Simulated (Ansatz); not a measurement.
Geometry optimisation, RKS CAM-B3LYP/def2-SVP (Ansatz).

Input:

```yaml
crystal:
  periodic: [false, false, false]
  atoms:
    - { symbol: C, position_ang: [-0.7889, -0.7763, 0.1865] }
    - { symbol: C, position_ang: [0.1635, 0.3652, -0.1225] }
    - { symbol: O, position_ang: [0.7297, 0.8355, 1.0533] }
    - { symbol: O, position_ang: [1.273, -0.1241, -0.9408] }
    - { symbol: I, position_ang: [-0.6898, 1.99, -1.1277] }
    - { symbol: H, position_ang: [-1.6313, -0.3684, 0.8439] }
    - { symbol: H, position_ang: [-1.2663, -1.1206, -0.7377] }
    - { symbol: H, position_ang: [-0.3073, -1.5597, 0.6639] }
    - { symbol: H, position_ang: [1.0765, 0.055, 1.5706] }
    - { symbol: H, position_ang: [1.524, 0.6522, -1.3865] }
basis:
  gaussian: { orbitals: def2-SVP }
hamiltonian:
  xc: cam_b3lyp
relax:
  f_tol: 0.02
  max_steps: 40
scf:
  lower_state_search: "off"
```

Launched with:

```bash
$ ansatz run input.yaml --threads 2 --pin off --max-ram 3072MiB --backend cpu --events-out ev --progress --plain --runs-dir out
```

Where does it end, and by what steps?

It converged. After 9 steps the energy has fallen by 0.579 eV; H10 moved furthest, 0.37 Å.

| step | energy less start (eV) | largest force component (eV/Å) | accepted |
| --- | --- | --- | --- |
| 0 | 0.0000 | 2.936 | yes |
| 1 | -0.4245 | 1.509 | yes |
| 2 | -0.5178 | 1.756 | yes |
| 3 | -0.4984 | 0.938 | no |
| 4 | -0.5702 | 0.416 | yes |
| 5 | -0.5768 | 0.136 | yes |
| 6 | -0.5778 | 0.115 | yes |
| 7 | -0.5788 | 0.042 | yes |
| 8 | -0.5790 | 0.035 | yes |
| 9 | -0.5791 | 0.009 | yes |

```xyz
10
Properties=species:S:1:pos:R:3
C -0.823 -0.753 0.162
C 0.181 0.333 -0.141
O 0.759 0.883 0.988
O 1.110 -0.159 -1.014
I -0.881 2.069 -1.072
H -1.592 -0.387 0.851
H -1.293 -1.118 -0.759
H -0.282 -1.594 0.628
H 1.120 0.151 1.513
H 1.783 0.523 -1.154
```

The run took 55 s on 2 threads of Arm Neoverse N1 (shared host), peak memory 0.27 GiB.
